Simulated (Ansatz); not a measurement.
Born–Oppenheimer molecular dynamics of CH$_{2}$BI (5 atoms, charge 0, multiplicity 1). It goes on from the last frame of an earlier run, with new velocities.

All numbers below come from Ansatz, RKS PBE0-D4/def2-SVP.

```yaml
ensemble: NVE (velocity Verlet)
time_step: 0.25 fs
steps_asked: 250
starting_velocities_drawn_for: 500 K
masses: H 10 u
seed: 394970
```

Frames 0.25 fs apart, positions in Å, forces in eV/Å.

Velocities at 50.0 fs (Å/ps):

```
B 0.75 1.35 0.47
C 3.24 6.16 1.52
I 0.05 -0.61 -0.10
H 1.23 -0.24 1.79
H -6.54 -0.90 -2.85
```

```xyz
5
Properties=species:S:1:pos:R:3:forces:R:3 time_fs=50.0 energy_less_start_eV=0.129 T=167
B -0.689 0.232 -0.400 0.27 -0.61 -0.15
C 0.365 0.637 0.397 0.35 -0.89 0.09
I 0.882 -1.674 0.215 -0.41 1.17 0.00
H -1.577 -0.114 -1.150 0.33 0.43 0.45
H 1.126 1.110 1.033 -0.55 -0.11 -0.39
5
Properties=species:S:1:pos:R:3:forces:R:3 time_fs=50.2 energy_less_start_eV=0.129 T=167
B -0.689 0.232 -0.400 0.32 -0.59 -0.12
C 0.365 0.639 0.397 0.23 -0.95 0.00
I 0.882 -1.674 0.215 -0.41 1.18 0.00
H -1.576 -0.114 -1.149 0.33 0.43 0.44
H 1.124 1.110 1.033 -0.47 -0.06 -0.33
5
Properties=species:S:1:pos:R:3:forces:R:3 time_fs=50.5 energy_less_start_eV=0.130 T=166
B -0.689 0.232 -0.400 0.36 -0.58 -0.08
C 0.366 0.640 0.398 0.11 -1.02 -0.10
I 0.882 -1.674 0.215 -0.41 1.18 0.00
H -1.576 -0.114 -1.149 0.32 0.43 0.44
H 1.122 1.110 1.032 -0.39 -0.01 -0.26
5
Properties=species:S:1:pos:R:3:forces:R:3 time_fs=50.8 energy_less_start_eV=0.130 T=164
B -0.688 0.233 -0.399 0.41 -0.56 -0.05
C 0.367 0.642 0.398 -0.01 -1.09 -0.20
I 0.882 -1.674 0.215 -0.41 1.19 0.00
H -1.576 -0.114 -1.148 0.32 0.43 0.43
H 1.121 1.110 1.031 -0.31 0.04 -0.20
5
Properties=species:S:1:pos:R:3:forces:R:3 time_fs=51.0 energy_less_start_eV=0.131 T=162
B -0.688 0.233 -0.399 0.45 -0.55 -0.01
C 0.368 0.643 0.399 -0.13 -1.16 -0.29
I 0.882 -1.675 0.215 -0.41 1.19 0.00
H -1.575 -0.114 -1.148 0.31 0.43 0.43
H 1.119 1.109 1.030 -0.23 0.09 -0.13
5
Properties=species:S:1:pos:R:3:forces:R:3 time_fs=51.2 energy_less_start_eV=0.132 T=159
B -0.688 0.233 -0.399 0.50 -0.53 0.02
C 0.369 0.644 0.399 -0.25 -1.23 -0.39
I 0.882 -1.675 0.215 -0.41 1.20 0.01
H -1.575 -0.114 -1.147 0.31 0.43 0.42
H 1.117 1.109 1.030 -0.14 0.14 -0.06
5
Properties=species:S:1:pos:R:3:forces:R:3 time_fs=51.5 energy_less_start_eV=0.134 T=155
B -0.688 0.233 -0.399 0.54 -0.52 0.05
C 0.370 0.645 0.399 -0.37 -1.30 -0.49
I 0.882 -1.675 0.214 -0.41 1.20 0.01
H -1.575 -0.114 -1.146 0.30 0.42 0.42
H 1.115 1.109 1.029 -0.06 0.19 0.01
5
Properties=species:S:1:pos:R:3:forces:R:3 time_fs=51.8 energy_less_start_eV=0.135 T=151
B -0.687 0.233 -0.399 0.58 -0.50 0.08
C 0.370 0.647 0.400 -0.48 -1.36 -0.58
I 0.882 -1.675 0.214 -0.41 1.21 0.01
H -1.574 -0.114 -1.146 0.29 0.42 0.41
H 1.114 1.109 1.028 0.02 0.23 0.08
5
Properties=species:S:1:pos:R:3:forces:R:3 time_fs=52.0 energy_less_start_eV=0.137 T=146
B -0.687 0.233 -0.399 0.61 -0.49 0.11
C 0.371 0.648 0.400 -0.59 -1.43 -0.67
I 0.882 -1.675 0.214 -0.41 1.21 0.01
H -1.574 -0.114 -1.145 0.29 0.42 0.40
H 1.112 1.109 1.027 0.11 0.28 0.15
5
Properties=species:S:1:pos:R:3:forces:R:3 time_fs=52.2 energy_less_start_eV=0.139 T=141
B -0.686 0.233 -0.399 0.64 -0.48 0.14
C 0.372 0.649 0.400 -0.70 -1.49 -0.76
I 0.882 -1.675 0.214 -0.41 1.22 0.01
H -1.573 -0.114 -1.145 0.28 0.42 0.40
H 1.110 1.108 1.026 0.19 0.33 0.21
5
Properties=species:S:1:pos:R:3:forces:R:3 time_fs=52.5 energy_less_start_eV=0.142 T=135
B -0.686 0.233 -0.399 0.67 -0.47 0.16
C 0.373 0.650 0.400 -0.80 -1.55 -0.84
I 0.882 -1.675 0.214 -0.41 1.22 0.01
H -1.573 -0.113 -1.144 0.27 0.41 0.39
H 1.108 1.108 1.026 0.27 0.38 0.28
5
Properties=species:S:1:pos:R:3:forces:R:3 time_fs=52.8 energy_less_start_eV=0.144 T=129
B -0.685 0.233 -0.399 0.70 -0.46 0.18
C 0.373 0.651 0.401 -0.90 -1.60 -0.92
I 0.882 -1.675 0.214 -0.41 1.23 0.01
H -1.572 -0.113 -1.143 0.27 0.41 0.38
H 1.107 1.108 1.025 0.34 0.42 0.34
```

Of the whole run (62 fs, mean temperature of the second half 271 K): The conserved energy stayed within 0.011 meV per atom of its start (net change 0.006 meV per atom), so the integration is sound. The temperature averaged 0.54 of the 500 K drawn at the start: a run that starts near a minimum puts about half its kinetic energy into the potential. A run of 0.062 ps of so small a system gives no equilibrium averages.

Time of the run: 6.3 min on 1 thread of Arm Neoverse V1, with other jobs on the host, peak memory 0.11 GiB.
